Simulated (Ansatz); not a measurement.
Reaction (substitution at a C–N bond): `CC(C)(C)[NH][In]([F])[F]` + HCl → `CC(C)(C)Cl` + `[NH2][In]([F])[F]`

Program: Ansatz. Geometries: PBE0-D4/def2-TZVP. ΔE: electronic, gas phase. CCSD(T)/CBS adds triple-zeta CCSD(T) − MP2 to the extrapolated MP2 energy (def2 sets, frozen cores). This one scheme is used for every species. Functionals use def2-TZVPP. B3LYP here is the variant with VWN-RPA as its local correlation; programs differ in this. HSE06 is defined as in plane-wave codes. def2 core potentials past Kr. For In outer-core shells are correlated without core-valence functions, which leaves a few kJ/mol of doubt a bond. One conformer a species, not always the lowest.

| level | ΔE (kJ/mol) | difference from CCSD(T)/CBS |
| --- | --- | --- |
| PBE-D4 | -13.7 | -4.8 |
| B3LYP-D4 | -13.6 | -4.7 |
| HSE06-D4 | -14.4 | -5.5 |
| B2PLYP | -18.3 | -9.4 |
| PBE | -20.5 | -11.6 |
| r2SCAN | -17.3 | -8.4 |
| MP2/def2-SVP | 6.5 | 15.4 |
| HF/def2-TZVPP | -28.6 | -19.7 |
| CCSD/def2-TZVPP | -8.3 | 0.6 |
| HF/CBS(def2) | -28.5 | -19.6 |
| CCSD(T)/CBS | -8.9 | 0 |

Largest T1 diagnostic among the species: 0.016.

The D4 term adds +10.4 kJ/mol with B3LYP and +6.2 kJ/mol with PBE0; it sums over pairs of atoms, weighted by their polarisabilities, and B3LYP, whose exchange is more repulsive, gets the larger term. From BLYP to BHLYP (50 % exact exchange), in def2-TZVPP and without D4, ΔE moves by +3.2 kJ/mol. In def2-TZVPP, CCSD(T) changes the Hartree–Fock value by +22.2 kJ/mol (the triples alone add +1.9 kJ/mol) and MP2 by +20.3 kJ/mol.
